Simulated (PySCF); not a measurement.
Assigning NMR signals

Geometry (Å), atoms numbered from 1 in this order:
```xyz
21

Si    3.0991    0.2776    0.9111
C     2.1842   -0.5081   -0.5788
C     0.7847   -0.8105   -0.2108
O     0.4890   -2.0137    0.3074
C    -0.8199   -2.0501    0.6220
C    -1.4099   -0.8466    0.3145
C    -2.7193   -0.3249    0.4245
C    -2.9415    0.9538    0.0175
C    -1.9029    1.7620   -0.5134
C    -0.6309    1.2953   -0.6434
C    -0.3557   -0.0254   -0.2278
H     2.4284    1.5316    1.2530
H     4.4855    0.5263    0.5132
H     3.0498   -0.6520    2.0382
H     2.1962    0.1714   -1.4302
H     2.6826   -1.4304   -0.8762
H    -1.2009   -2.9585    1.0419
H    -3.5105   -0.9405    0.8247
H    -3.9316    1.3802    0.0926
H    -2.1441    2.7699   -0.8190
H     0.1588    1.9094   -1.0514
```

PySCF calculation with coordinates at the GFN2-xTB level and shielding tensors at PBE0/pcSseg-1 (GIAO); non-relativistic Hamiltonian, one computed conformer, no solvent, rapidly exchanging positions averaged.

References, each an isolated molecule treated in the same way: 13C (σref 186.93), 1H (σref 31.72) vs TMS.

Q: Assign these signals to the numbered atoms. 13C{1H} NMR (computed): δ 150.0 (C), 135.9 (CH), 131.4 (C), 129.6 (CH), 127.2 (CH), 124.6 (CH), 124.6 (C), 124.6 (CH), 12.5 (CH2).

A: 
150.0 → C3, substituted aromatic carbon next to the ring oxygen
135.9 → C5, aromatic CH next to the ring oxygen
131.4 → C6, ring-fusion aromatic carbon
129.6 → C8, aromatic CH: the aromatic region
127.2 → C9, aromatic CH
124.6 → C7, aromatic CH
124.6 → C11, ring-fusion aromatic carbon
124.6 → C10, aromatic CH
12.5 → C2, sp3 CH2 bonded to Si, on an aromatic ring

C6 and C8; C7 and C11; C11 and C10 lie closer than the usual error of such a calculation, so a measured spectrum could show them in the other order.

Q: Assign these signals to the numbered atoms. 1H NMR (500 MHz, computed): δ 8.04 (m, 1H), 7.69 (d, 1H), 7.69 (d, 1H), 7.20 (m, 1H), 7.12 (m, 1H), 3.92 (t, 3H), 2.87 (q, 2H).

A: 
8.04 → H17, hydrogen on an aromatic CH next to the ring oxygen: ring-current deshielding
7.69 → H21, hydrogen on an aromatic CH: aromatic region
7.69 → H18, hydrogen on an aromatic CH
7.20 → H19, hydrogen on an aromatic CH
7.12 → H20, hydrogen on an aromatic CH
3.92 → H12/H13/H14, hydrogen on a silicon bonded to C
2.87 → H15/H16, hydrogen on an sp3 CH2 bonded to Si, on an aromatic ring: benzylic-type position, deshielded by the ring

H21 and H18; H19 and H20 lie closer than the usual error of such a calculation, so a measured spectrum could show them in the other order.

Shifts are as computed. Against solution values, carbons near 30 ppm lie about +3 ppm off and those near 130 ppm about +5 ppm. Of 1211 compounds with measured shifts, 218 miss one by over three times the rms of a fit or turn the order of signals round; such compounds aren't used in these exercises. No couplings were computed; multiplicities are counted from neighbouring protons, with m where these are inequivalent, close in shift, in a saturated or five-membered ring or joined by F or P, and br s for small geminal =CH2 splittings.
